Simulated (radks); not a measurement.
Zn18+, configuration [Ne] 3s2. All-electron calculation, non-relativistic Kohn-Sham, PBE, spin-polarised, spherical densities, point nucleus. Program: a radial shooting solver on a logarithmic mesh with Libxc functionals.

Radial electron density D(r) = 4 pi r^2 rho(r):

```
   r/bohr * D(r) (the largest magnitude, 40, reaches the edge; | marks zero)
 0.005701 |      *
 0.007075 |          *
 0.008852 |              *
  0.01107 |                   *
  0.01385 |                          *
   0.0172 |                                 *
  0.02151 |                                        *
  0.02691 |                                              *
  0.03367 |                                                 *
  0.04179 |                                                *
  0.05228 |                                            *
  0.06541 |                                       *
  0.08183 |                                     *
   0.1016 |                                         *
   0.1271 |                                                 *
    0.159 |                                                      *
   0.1989 |                                                 *
   0.2468 |                                   *
   0.3088 |                  *
   0.3863 |         *
   0.4833 |       *
   0.5998 |     *
   0.7504 |  *
   0.9388 |*
    1.175 *
    1.458 *
    1.824 *
```

D(r) has 2 maxima, at r = 0.0353, 0.162 bohr, and minima at 0.0780 bohr, inside which lie 2.12 electrons.
